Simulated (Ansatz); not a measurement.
Breaking the Ga1–Cl2 bond in GaCl (multiplicity 1 held). Energies count from the point at 2.239 Å.


Signs of static correlation in def2-SVP, with CASSCF(10,8), from Ansatz (a program for electronic structure) runs.

```json
[
 {"R (Å)": "1.791", "T1 of restricted CCSD": "0.010", "⟨S²⟩ of UHF": "0.000", "largest double amplitude of restricted CCSD": "0.095", "weight of the CASSCF reference in MRCISD": "0.939", "CASSCF natural occupations": "2.00 2.00 2.00 1.99 1.92 0.05 0.05 0.01"},
 {"R (Å)": "2.015", "T1 of restricted CCSD": "0.012", "⟨S²⟩ of UHF": "0.000", "largest double amplitude of restricted CCSD": "0.092", "weight of the CASSCF reference in MRCISD": "0.939", "CASSCF natural occupations": "2.00 2.00 2.00 1.99 1.91 0.05 0.05 0.01"},
 {"R (Å)": "2.239", "T1 of restricted CCSD": "0.014", "⟨S²⟩ of UHF": "0.000", "largest double amplitude of restricted CCSD": "0.083", "weight of the CASSCF reference in MRCISD": "0.940", "CASSCF natural occupations": "2.00 2.00 2.00 1.99 1.91 0.05 0.05 0.02"},
 {"R (Å)": "2.463", "T1 of restricted CCSD": "0.017", "⟨S²⟩ of UHF": "0.000", "largest double amplitude of restricted CCSD": "0.066", "weight of the CASSCF reference in MRCISD": "0.941", "CASSCF natural occupations": "2.00 1.99 1.99 1.98 1.91 0.05 0.05 0.02"},
 {"R (Å)": "2.687", "T1 of restricted CCSD": "0.019", "⟨S²⟩ of UHF": "0.000", "largest double amplitude of restricted CCSD": "0.072", "weight of the CASSCF reference in MRCISD": "0.942", "CASSCF natural occupations": "2.00 1.99 1.99 1.98 1.92 0.04 0.04 0.03"},
 {"R (Å)": "3.023", "T1 of restricted CCSD": "0.024", "⟨S²⟩ of UHF": "0.000", "largest double amplitude of restricted CCSD": "0.089", "weight of the CASSCF reference in MRCISD": "0.942", "CASSCF natural occupations": "2.00 2.00 2.00 1.97 1.92 0.04 0.04 0.04"},
 {"R (Å)": "3.358", "T1 of restricted CCSD": "[?]", "⟨S²⟩ of UHF": "0.000", "largest double amplitude of restricted CCSD": "0.098", "weight of the CASSCF reference in MRCISD": "0.942", "CASSCF natural occupations": "2.00 2.00 2.00 1.96 1.92 0.05 0.04 0.04"},
 {"R (Å)": "3.918", "T1 of restricted CCSD": "0.046", "⟨S²⟩ of UHF": "0.549", "largest double amplitude of restricted CCSD": "0.127", "weight of the CASSCF reference in MRCISD": "0.941", "CASSCF natural occupations": "2.00 2.00 2.00 1.93 1.90 0.09 0.04 0.04"},
 {"R (Å)": "4.478", "T1 of restricted CCSD": "[?]", "⟨S²⟩ of UHF": "0.938", "largest double amplitude of restricted CCSD": "0.212", "weight of the CASSCF reference in MRCISD": "0.938", "CASSCF natural occupations": "2.00 2.00 2.00 1.92 1.72 0.28 0.04 0.04"},
 {"R (Å)": "5.150", "T1 of restricted CCSD": "0.171", "⟨S²⟩ of UHF": "1.002", "largest double amplitude of restricted CCSD": "0.518", "weight of the CASSCF reference in MRCISD": "0.937", "CASSCF natural occupations": "2.00 2.00 2.00 1.93 1.31 0.69 0.04 0.04"},
 {"R (Å)": "6.045", "T1 of restricted CCSD": "0.097", "⟨S²⟩ of UHF": "1.014", "largest double amplitude of restricted CCSD": "0.111", "weight of the CASSCF reference in MRCISD": "0.937", "CASSCF natural occupations": "2.00 2.00 2.00 1.93 1.08 0.92 0.04 0.04"},
 {"R (Å)": "7.165", "T1 of restricted CCSD": "0.416", "⟨S²⟩ of UHF": "1.015", "largest double amplitude of restricted CCSD": "2.224", "weight of the CASSCF reference in MRCISD": "0.937", "CASSCF natural occupations": "2.00 2.00 2.00 1.93 1.01 0.99 0.04 0.04"},
 {"R (Å)": "8.956", "T1 of restricted CCSD": "0.377", "⟨S²⟩ of UHF": "1.015", "largest double amplitude of restricted CCSD": "2.032", "weight of the CASSCF reference in MRCISD": "0.937", "CASSCF natural occupations": "2.00 2.00 2.00 1.93 1.00 1.00 0.04 0.04"}
]
```

Q: Complete the blanks.

A: 
- 3.358, T1 of restricted CCSD: 0.029
- 4.478, T1 of restricted CCSD: 0.081

Doubts at one or more of the structures used: a restricted determinant that unrestricted orbitals would lower (R-CCSD(T)/def2-SVP); T1 above 0.05 (R-CCSD(T)/def2-SVP, U-CCSD(T)/def2-SVP); other coupled-cluster roots lie near (R-CCSD(T)/def2-SVP, U-CCSD(T)/def2-SVP); a spin-contaminated determinant (U-CCSD(T)/def2-SVP); the program's own flag: other amplitudes (U-CCSD(T)/def2-SVP); the program's own flag: lower state (U-CCSD(T)/def2-SVP).
